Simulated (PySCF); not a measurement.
Bond curve of TlSi

Set-up: Tl def2-SVP with ECP60, Si def2-SVP; scalar-relativistic core potentials (PySCF 2.14). Energies in eV from Tl + Si in their ground configurations at the same level. All curves are PBE0. state 1: ⁴Σ⁻ (quartet), unpaired electrons σ ↑, π ↑↑; state 2: Ms = 0.5 determinant of mixed spin (⟨S²⟩ near 1.8), unpaired electrons σ ↓, π ↑↑, a second solution, started from another occupation; state 3: Ms = 0.5 determinant of mixed spin (⟨S²⟩ near 1.8), unpaired electrons σ ↑, π ↑↓, a mixture of terms (⟨Lz²⟩ = 2.0), a second solution, started from another occupation; state 4: ²Π (doublet), unpaired electrons π ↑, a second solution, started from another occupation.

```json
{"R (Å)": "2.312", "state 1": "-1.687", "state 2": "-1.351", "state 3": "-1.284", "state 4": "-0.099"}
{"R (Å)": "2.420", "state 1": "-1.990", "state 2": "-1.644", "state 3": "-1.584", "state 4": "-0.621"}
{"R (Å)": "2.528", "state 1": "-2.153", "state 2": "-1.796", "state 3": "-1.743", "state 4": "-0.970"}
{"R (Å)": "2.608", "state 1": "-2.210", "state 2": "-1.844", "state 3": "-1.796", "state 4": "-1.145"}
{"R (Å)": "2.689", "state 1": "-2.224", "state 2": "-1.852", "state 3": "-1.808", "state 4": "-1.263"}
{"R (Å)": "2.770", "state 1": "-2.207", "state 2": "-1.829", "state 3": "-1.789", "state 4": "-1.335"}
{"R (Å)": "2.877", "state 1": "-2.148", "state 2": "-1.763", "state 3": "-1.727", "state 4": "-1.374"}
{"R (Å)": "3.012", "state 1": "-2.035", "state 2": "-1.645", "state 3": "-1.612", "state 4": "-1.357"}
{"R (Å)": "3.173", "state 1": "-1.865", "state 2": "-1.475", "state 3": "-1.441", "state 4": "-1.271"}
{"R (Å)": "3.388", "state 1": "-1.615", "state 2": "-1.233", "state 3": "-1.192", "state 4": "-1.092"}
```

Q: Put a parabola through the three lowest points of the state 1 curve and estimate Re, k and ωe (reduced mass 24.62 u; 1 eV/Å² = 0.16022 mdyn/Å; ωe = 1302.8·√(k/μ) cm⁻¹).

A: Through R = 2.608, 2.689, 2.77 Å the second-order coefficient is 2.36 eV/Å², so Re ≈ 2.685 Å, k ≈ 0.757 mdyn/Å and ωe ≈ 228 cm⁻¹. A polynomial fit of higher order to the unrounded PBE0 energies gives Re = 2.683 Å, k = 0.795 mdyn/Å, ωe = 234 cm⁻¹; anharmonicity and rounding make the difference.

The higher-order fit for each curve: state 1: Re = 2.683 Å, ωe = 234 cm⁻¹, De = 2.22 eV; state 2: Re = 2.665 Å, ωe = 238 cm⁻¹, minimum 1.85 eV below the ground-state fragments; state 3: Re = 2.676 Å, ωe = 236 cm⁻¹, minimum 1.81 eV below the ground-state fragments; state 4: Re = 2.908 Å, ωe = 205 cm⁻¹, minimum 1.38 eV below the ground-state fragments.

Spin–orbit coupling is left out, which matters for elements this heavy, above all for dissociation energies. The state was picked by a PBE0 search and need not be the measured ground state.
